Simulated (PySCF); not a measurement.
**Static response to an electric field**

Compound: C6H4BrNS.
Numbering: `[Br:1][c:2]1[cH:3][s:4][c:5]2[cH:6][cH:7][nH:8][c:9]12` (hydrogens: H10 on C3; H11 on C6; H12 on C7; H13 on N8)

Structure used (PBE0-D3(BJ)/def2-SVP), in Å, numbered top down from 1:
```xyz
13
C6H4BrNS angstrom
Br     1.4816   -1.9019    0.2600
C      0.6919   -0.2126    0.0726
C      1.3739    0.9720   -0.0013
S      0.3201    2.3425   -0.1741
C     -1.0792    1.3264   -0.1488
C     -2.4972    1.3832   -0.2220
C     -2.9285    0.0739   -0.1262
N     -1.8478   -0.7637    0.0007
C     -0.7111   -0.0122   -0.0118
H      2.4523    1.1130    0.0367
H     -3.1332    2.2580   -0.3302
H     -3.9415   -0.3220   -0.1399
H     -1.8821   -1.7693    0.0883
```

Level: wB97X-D/def2-SVPD (PySCF), static field, nuclei fixed, core orbitals frozen in the response. The polarisability tensor in these axes (au):

```
x   139.50  -3.82   3.67
y    -3.82 134.25  -5.95
z     3.67  -5.95  70.30
```

Problem. What are the eigenvalues, a third of the trace, and Δα (Δα² = ½Σ(αi − αj)² over the three pairs)?

Solution. Principal values 69.60, 132.43 and 142.02 au; mean 114.68 au = 16.99 Å³ = 18.91 × 10⁻⁴⁰ C²·m²/J; Δα = 68.14 au (59 % of the mean).

Problem. What is the dipole moment, and where does it point?

Solution. (-1.51, -1.08, 0.02) D, 1.85 D in size, pointing from the negative to the positive side. Measured along this direction, the outermost atoms are H10 at the negative end and H12 at the positive end.

Problem. In TDDFT the mean static polarisability is Σ f/ω² over all singlet excitations (ω in hartree). How much of it do the 6 lowest give? Their energies (eV) and oscillator strengths: 5.08, 0.0001; 5.13, 0.2412; 5.36, 0.1413; 5.62, 0.0000; 5.90, 0.0001; 6.11, 0.0002.

Solution. They add up to 10.42 au, 9.1 % of the 114.68 au; the largest single term is 6.77 au, from the state at 5.13 eV. Terms in order: 0.00, 6.77, 3.64, 0.00, 0.00, 0.00 au. Higher excitations give the rest. The strengths listed sum to 0.383.

Problem. What molar refraction does this α imply?

Solution. Lorentz–Lorenz: R = (4π/3)N_A α = 2.5225 cm³/(mol·Å³) × 16.99 Å³ = 42.9 cm³/mol, in the limit of long wavelengths.

Problem. What are the principal values of the traceless quadrupole moment, Θ = ½Σq(3rr − r²1), about the centre of nuclear charge?

Solution. -11.07, -1.87, 12.95 D·Å. The values depend on the origin, since the dipole doesn't vanish. The electronic extent ⟨r²⟩ about the same centre is 1967 bohr², a root-mean-square distance of 2.37 Å for the 98 electrons.

Problem. Give the principal axes and the span of the nuclei along them.

Solution. Largest value along (0.87, -0.49, 0.09), where the nuclei span 6.09 Å; middle along (0.50, 0.87, -0.05), 4.67 Å; least along (-0.05, 0.09, 0.99), 0.00 Å. The response follows the extents in order.

Isolated species at its PBE0-D3(BJ)/def2-SVP geometry, gas phase. The calculation is non-relativistic, for bromine too.
